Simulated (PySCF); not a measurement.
Zn(SiMe3)(GeH3), SMILES C[Si](C)(C)[Zn][GeH3] (C3H12GeSiZn), GFN2-xTB optimised geometry.

```
18

Zn    -0.76    -0.70     0.00
Si    -2.00     1.40    -0.03
C     -3.28     1.48    -1.46
C     -0.86     2.93    -0.24
C     -2.99     1.69     1.59
H     -3.81     2.43    -1.45
H     -2.80     1.38    -2.43
H     -4.02     0.69    -1.38
H     -0.30     2.89    -1.17
H     -0.13     3.00     0.57
H     -1.44     3.85    -0.24
H     -2.33     1.75     2.46
H     -3.70     0.89     1.78
H     -3.55     2.62     1.54
Ge     0.49    -2.86     0.00
H      0.30    -3.83    -1.14
H      2.00    -2.86     0.00
H      0.30    -3.85     1.13
```

Density from B3LYP/def2-SVP (PySCF 2.14.0) at that geometry.

Minimum of the electron density along straight lines between bonded atoms, close to the bond critical point (lines longer than 1.1 times the sum of covalent radii, or with two minima, are not listed):

```
bond      length / Å  ρ at the minimum / e bohr⁻³  ∇²ρ there / e bohr⁻⁵  position (fraction from the first atom)
--------  ----------  ---------------------------  --------------------  ---------------------------------------
Zn1–Si2        2.435                            …                     …                                     0.46
Si2–C3         1.919                        0.107                  0.30                                     0.38
Si2–C4         1.919                        0.107                  0.30                                     0.38
Si2–C5         1.919                        0.107                  0.30                                     0.38
C3–H6          1.087                        0.272                 -0.97                                     0.62
C3–H7          1.087                        0.272                 -0.97                                     0.62
C3–H8          1.087                        0.272                 -0.97                                     0.62
C4–H9          1.087                        0.272                 -0.97                                     0.62
C4–H10         1.087                        0.272                 -0.97                                     0.62
C4–H11         1.087                        0.272                 -0.97                                     0.62
C5–H12         1.087                        0.272                 -0.97                                     0.62
C5–H13         1.087                        0.272                 -0.97                                     0.62
C5–H14         1.087                        0.272                 -0.97                                     0.62
Zn1–Ge15       2.496                            …                  0.01                                     0.45
Ge15–H16       1.514                        0.134                  0.09                                     0.59
Ge15–H17       1.514                        0.134                  0.09                                     0.59
Ge15–H18       1.514                        0.134                  0.09                                     0.59
```

**Question.** Complete the blanks.

**Answer.** 
- Zn1–Si2, ρ at the minimum / e bohr⁻³: 0.070
- Zn1–Si2, ∇²ρ there / e bohr⁻⁵: -0.03
- Zn1–Ge15, ρ at the minimum / e bohr⁻³: 0.062
